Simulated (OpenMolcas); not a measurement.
Consider [Cu2(μ-Br)2(Cl)4]2-, a planar model complex in vacuum (2 bridging Br, bridge angle 92°, metal-metal distance 3.64 Å, Cu–Br 2.53 Å; typed geometry, not optimised).

```xyz
8

Cu    -1.8199     0.0000     0.0000
Cu     1.8199     0.0000     0.0000
Br     0.0000     1.7575     0.0000
Br     0.0000    -1.7575     0.0000
Cl    -3.4675     1.6476     0.0000
Cl    -3.4675    -1.6476     0.0000
Cl     3.4675     1.6476     0.0000
Cl     3.4675    -1.6476     0.0000
```

Problem. Give the energies of the total-spin states at CASSCF(2,2) on the singly occupied d orbitals (ANO-RCC-VDZP on Cu, Cl and ANO-RCC-VDZ on Br, scalar-relativistic DKH2, RICD, no spin-orbit coupling, OpenMolcas), and the exchange constant.

Solution. Local spins 1/2 and 1/2.

| total S | E (cm⁻¹) | natural occupations, lowest and highest |
|---|---|---|
| 1 | 0.0 | 1.000, 1.000 |
| 0 | 14.4 | 0.988, 1.012 |

J = 7.2 cm⁻¹ (ferromagnetic).

J is defined by H = −2J S1·S2, so negative values are antiferromagnetic. Wave-function values come from the highest and lowest total spin; broken-symmetry values use Yamaguchi's formula with the computed ⟨S²⟩. The active space holds the singly occupied metal orbitals alone, without bridging-ligand orbitals. No row is a measured value.
